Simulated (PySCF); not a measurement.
Species: [TaCl6]- (charge -1 and singlet state).
Bonds: Ta1–Cl2, Ta1–Cl3, Ta1–Cl4, Ta1–Cl5, Ta1–Cl6, Ta1–Cl7.

Method: PBE0-D3(BJ)/def2-SVP geometry optimisation, gas phase, def2 core potentials past Kr (PySCF 2.14.0); density fitting, grid level 1; the optimiser is geomeTRIC in internal coordinates, started from a GFN2-xTB structure with every atom displaced at random (about 0.03 Å).

Step 2: E = -76652.2365 eV
```
atom  x, y, z in Å  |  force x, y, z in eV/Å
Ta1     0.0152   -0.0060   -0.0135   -0.053  -0.481   0.171
Cl2     0.0830   -0.0165    2.3647   -0.293   0.037  -0.025
Cl3    -0.0405    0.0332   -2.3750    0.288  -0.090  -0.158
Cl4     2.3621   -0.0647    0.0729    0.354   0.234  -0.279
Cl5    -2.3383    0.0133   -0.1020   -0.296  -0.250   0.283
Cl6    -0.0825    2.3400   -0.0150    0.242   0.330   0.073
Cl7     0.0929   -2.4012   -0.0007   -0.242   0.219  -0.065
```

Step 3: E = -76652.3080 eV
```
atom  x, y, z in Å  |  force x, y, z in eV/Å
Ta1     0.0321   -0.0333   -0.0019   -0.304   0.222  -0.096
Cl2     0.0069   -0.0057    2.3635   -0.040  -0.045   0.059
Cl3    -0.0187    0.0231   -2.3700    0.162  -0.082  -0.071
Cl4     2.3876   -0.0110    0.0108    0.161   0.037  -0.059
Cl5    -2.3399   -0.0168   -0.0669   -0.061  -0.129   0.140
Cl6    -0.0339    2.3400    0.0020    0.123   0.037   0.035
Cl7     0.0577   -2.3983   -0.0059   -0.040  -0.040  -0.008
```

Q: Estimate the geometry and energy of step 4. (The exact step hangs on the optimiser's Hessian estimate; all steps are aligned on step 3, rigid shifts and turns removed.)

A: E = -76652.3226 eV, largest force 0.151 eV/Å
```
atom  x, y, z in Å  |  force x, y, z in eV/Å
Ta1     0.0201   -0.0222   -0.0057   -0.113   0.085  -0.053
Cl2    -0.0116   -0.0179    2.3670    0.008  -0.009  -0.058
Cl3     0.0029    0.0116   -2.3807    0.054  -0.047   0.062
Cl4     2.3899    0.0109   -0.0089   -0.029  -0.027   0.003
Cl5    -2.3562   -0.0430   -0.0469    0.072  -0.007   0.050
Cl6     0.0015    2.3532    0.0075   -0.004  -0.058   0.017
Cl7     0.0453   -2.3946   -0.0009    0.013   0.062  -0.020
```

The energy changes by -0.0146 eV. The first-order estimate −F·Δx gives -0.0280 eV and the mean of the old and new forces, exact on a quadratic surface, -0.0149 eV. The step makes an angle of 45° with the force vector and moves no atom by more than 0.038 Å.

What follows is the cost of the whole optimisation. Hardware: one thread of an Arm Neoverse V2, shared host. Cost: 1.8 min of wall time, 0.61 GiB resident at most.
